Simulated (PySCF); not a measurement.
# Bond curve of BeBr

Set-up: basis Be cc-pVTZ, Br cc-pVTZ-PP with ECP10; scalar-relativistic core potentials; PySCF 2.14. Energies in eV from Be + Br in their ground configurations at the same level. State: ²Σ⁺ (doublet), unpaired electrons σ ↑.

| R (Å) | PBE0 |
| --- | --- |
| 1.687 | -2.792 |
| 1.766 | -3.255 |
| 1.844 | -3.512 |
| 1.903 | -3.603 |
| 1.962 | -3.628 |
| 2.021 | -3.602 |
| 2.099 | -3.507 |
| 2.197 | -3.320 |
| 2.315 | -3.035 |
| 2.472 | -2.609 |

Put a parabola through the three lowest points of the PBE0 curve and estimate Re, k and ωe (reduced mass 8.089 u; 1 eV/Å² = 0.16022 mdyn/Å; ωe = 1302.8·√(k/μ) cm⁻¹).

Through R = 1.903, 1.962, 2.021 Å the second-order coefficient is 7.33 eV/Å², so Re ≈ 1.961 Å, k ≈ 2.35 mdyn/Å and ωe ≈ 702 cm⁻¹. A polynomial fit of higher order to the unrounded PBE0 energies gives Re = 1.959 Å, k = 2.40 mdyn/Å, ωe = 710 cm⁻¹; anharmonicity and rounding make the difference.

The higher-order fit for each curve: PBE0: Re = 1.959 Å, ωe = 710 cm⁻¹, De = 3.63 eV.

Spin–orbit coupling is left out. The state was picked by a PBE0 search and need not be the measured ground state.
